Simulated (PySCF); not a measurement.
Ligands exchanged one at a time, Sn OCH3-H. Gas-phase values, no solvent. One relaxed conformer stands for each flexible species; it need not be the lowest. Strings in code marks are SMILES.

The HOMO–LUMO gap from two functionals at the same geometries (B3LYP-D3(BJ)/def2-SVP), both in PySCF: PBE-D3(BJ)/def2-TZVP and M06-2X/def2-TZVP. 

```
species                                                                                    PBE-D3(BJ)/def2-TZVP (eV)
-----------------------------------------------------------------------------------------  -------------------------
1 of 4 OCH3 replaced by H (`C[O][SnH]([O]C)[O]C`)                                                               4.13
2 of 4 OCH3 replaced by H (`C[O][SnH2][O]C` (C–O–Sn–O torsion 60°, O–Sn–O–C torsion 60°))                       4.64
3 of 4 OCH3 replaced by H                                                                                       4.58
4 of 4 OCH3 replaced by H (`[SnH4]`)                                                                            7.52
```

Question: What does M06-2X/def2-TZVP give for each?

Answer: 
- 1 of 4 OCH3 replaced by H (`C[O][SnH]([O]C)[O]C`): 9.35
- 2 of 4 OCH3 replaced by H (`C[O][SnH2][O]C` (C–O–Sn–O torsion 60°, O–Sn–O–C torsion 60°)): 9.55
- 3 of 4 OCH3 replaced by H: 9.13
- 4 of 4 OCH3 replaced by H (`[SnH4]`): 11.44
Over these rows, drawn at random from the members with no instability flagged (it was tested for open shells, ions and some series alone), PBE minus M06-2X: mean -4.65 eV, from -5.22 eV to -3.92 eV.
